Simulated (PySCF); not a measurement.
C₉H₆N₄, SMILES C1=CC2=CC=NC3=CC=NC(=N1)N23. Heavy atoms are numbered as in [CH:1]1=[CH:2][C:3]2=[CH:4][CH:5]=[N:6][C:7]3=[CH:8][CH:9]=[N:10][C:11](=[N:12]1)[N:13]23. Hydrogens are named by the atom that carries them.

Coordinates come from a PBE0-D3(BJ)/def2-SVP optimisation.

All values below come from PySCF with CAM-B3LYP/def2-SVP.

ESP charges are fitted to the potential on shells at 1.4 to 2.0 van der Waals radii. Atomic charges (e), one atom of each kind:

```json
[
 {"atom": "C1 (CH)", "ESP fit": "0.55", "Mulliken": "0.09", "meta-Löwdin": "0.08"},
 {"atom": "C2 (CH)", "ESP fit": "-0.91", "Mulliken": "-0.10", "meta-Löwdin": "-0.23"},
 {"atom": "C3", "ESP fit": "1.07", "Mulliken": "0.19", "meta-Löwdin": "0.16"},
 {"atom": "C4 (CH)", "ESP fit": "-0.88", "Mulliken": "-0.08", "meta-Löwdin": "-0.22"},
 {"atom": "C5 (CH)", "ESP fit": "0.50", "Mulliken": "0.09", "meta-Löwdin": "0.07"},
 {"atom": "N6", "ESP fit": "-0.81", "Mulliken": "-0.10", "meta-Löwdin": "-0.33"},
 {"atom": "C7", "ESP fit": "1.22", "Mulliken": "0.10", "meta-Löwdin": "0.24"},
 {"atom": "C8 (CH)", "ESP fit": "-0.98", "Mulliken": "-0.06", "meta-Löwdin": "-0.21"},
 {"atom": "C9 (CH)", "ESP fit": "0.58", "Mulliken": "0.09", "meta-Löwdin": "0.07"},
 {"atom": "N10", "ESP fit": "-0.86", "Mulliken": "-0.07", "meta-Löwdin": "-0.31"},
 {"atom": "C11", "ESP fit": "1.31", "Mulliken": "0.04", "meta-Löwdin": "0.31"},
 {"atom": "N12", "ESP fit": "-0.84", "Mulliken": "-0.07", "meta-Löwdin": "-0.31"},
 {"atom": "N13", "ESP fit": "-0.94", "Mulliken": "-0.18", "meta-Löwdin": "-0.03"},
 {"atom": "H on C1", "ESP fit": "0.07", "Mulliken": "0.02", "meta-Löwdin": "0.11"},
 {"atom": "H on C2", "ESP fit": "0.26", "Mulliken": "0.00", "meta-Löwdin": "0.12"},
 {"atom": "H on C4", "ESP fit": "0.26", "Mulliken": "0.00", "meta-Löwdin": "0.12"},
 {"atom": "H on C5", "ESP fit": "0.08", "Mulliken": "0.02", "meta-Löwdin": "0.12"},
 {"atom": "H on C8", "ESP fit": "0.28", "Mulliken": "0.00", "meta-Löwdin": "0.13"},
 {"atom": "H on C9", "ESP fit": "0.07", "Mulliken": "0.02", "meta-Löwdin": "0.12"}
]
```

Computed Mayer and Wiberg (Löwdin basis) orders of the bonds:
```csv
bond,Mayer,Wiberg
C1–C2,1.36,1.45
C2–C3,1.34,1.37
C3–C4,1.26,1.29
C4–C5,1.44,1.53
C5–N6,1.46,1.53
N6–C7,1.56,1.55
C7–C8,1.27,1.31
C8–C9,1.43,1.53
C9–N10,1.45,1.54
N10–C11,1.54,1.58
C1–N12,1.54,1.62
C11–N12,1.45,1.49
C3–N13,1.13,1.21
C7–N13,1.08,1.18
C11–N13,1.03,1.15
```
